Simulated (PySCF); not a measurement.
# How methods differ on the excitation energy of Ar⁺

Ar⁺ [Ne] 3s2 3p5 (2P) → Ar⁺ [Ne] 3s2 3p4 3d1 (high-spin determinant), as a difference of total energies. Calculation: PySCF 2.14, in aug-cc-pVTZ-DK; scalar relativity by spin-free X2C-1e. Correlated levels: valence: [Ne] frozen. The calculations carry no spin-orbit coupling.

```csv
method,excitation energy (eV)
UHF,16.966
MP2 (valence),17.779
SCS-MP2 (valence),17.872
CCSD (valence),17.637
CCSD(T) (valence),17.599
```

How much does correlation contribute at CCSD(T) (valence)?

17.599 − (16.966) = 0.633 eV, measured against UHF.

The promoted electron is Rydberg-like, and one or two diffuse shells describe it only roughly, which tends to raise the upper state.

The determinant of the upper state mixes LS terms, which raises its energy above the lowest term, most at the Hartree-Fock and MP2 levels.
